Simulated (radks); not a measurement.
Xe III, 52 electrons, occupied as [Kr] 4d10 5s2 5p4. All-electron calculation, scalar-relativistic Kohn-Sham, PBE, spin-polarised, spherical densities, finite nucleus; open shells are filled with parallel spins first (spin-orbit coupling, left out, can overturn this in heavy ions); Fermi nuclear charge, rms radius 4.7859 fm. Program: a radial shooting solver on a logarithmic mesh with Libxc functionals.

Unscreened Slater integrals over Kohn-Sham orbitals (eV). They are taken over the spin-up orbitals.

| integral | value |
|---|---|
| F0(5p,5p) | 11.760 |
| F2(5p,5p) | 6.3844 |
| F0(5p,5s) | 12.591 |
| G1(5p,5s) | 8.4201 |
| F0(5p,4d) | 14.662 |
| F2(5p,4d) | 4.1329 |
| G1(5p,4d) | 1.2612 |
| G3(5p,4d) | 1.1866 |
| F0(5s,5s) | 13.694 |
| F0(5s,4d) | 16.709 |
| G2(5s,4d) | 2.0057 |
| F0(4d,4d) | 28.033 |
| F2(4d,4d) | 14.217 |
| F4(4d,4d) | 9.4531 |

Derived for the open shells (J is the average intra-shell exchange parameter used in DFT+U). 5p: J = F2/5 = 1.277 eV.
